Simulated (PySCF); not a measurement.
**Ionisation energy of Eu³⁺ by level of theory**

Eu³⁺ [Xe] 4f6 [4f5/2^6, M_J = 0] → Eu⁴⁺ [Xe] 4f5 [4f5/2^5, M_J = 5/2], as a difference of total energies. Calculation: PySCF 2.14, in x2c-SVPall-2c (7s10p9d3f1g, 112 functions); the two-component X2C-1e Hamiltonian. Correlated levels: [Ar] 3d10 frozen; the 16 highest virtual spinors dropped. "Screened" scales the spin-orbit matrix elements by Boettger's factors to mimic the two-electron term; Breit and QED terms are absent.

```json
{"method": "GHF (spin-free)", "ionisation energy (eV)": "41.270"}
{"method": "GMP2 (spin-free)", "ionisation energy (eV)": "42.252"}
{"method": "GHF (screened spin-orbit)", "ionisation energy (eV)": "40.981"}
{"method": "GMP2 (screened spin-orbit)", "ionisation energy (eV)": "41.968"}
```

Q: How much does correlation contribute at GMP2 (screened spin-orbit)?

A: 41.968 − (40.981) = 0.987 eV, measured against GHF (screened spin-orbit).

The spin-free rows relax to the high-spin LS determinant and lack the spin-orbit shift.

Errors of the correlated levels include the incompleteness of this basis and the frozen core.

The labels give the starting determinants; with spin-orbit coupling the two ends relaxed to ⟨J²⟩ = 5.42, ⟨L²⟩ = 11.87, ⟨S²⟩ = 11.86 and ⟨J²⟩ = 12.99, ⟨L²⟩ = 29.76, ⟨S²⟩ = 8.66.

The determinant of Eu³⁺ and of Eu⁴⁺ mixes levels of different J (the jj label is only the starting occupation), so the difference between spin-free and spin-orbit rows is not the physical spin-orbit shift.

For comparison: 42.94 ± 0.11 eV (semi-empirical (NIST evaluation); NIST Atomic Spectra Database, ionization energies).
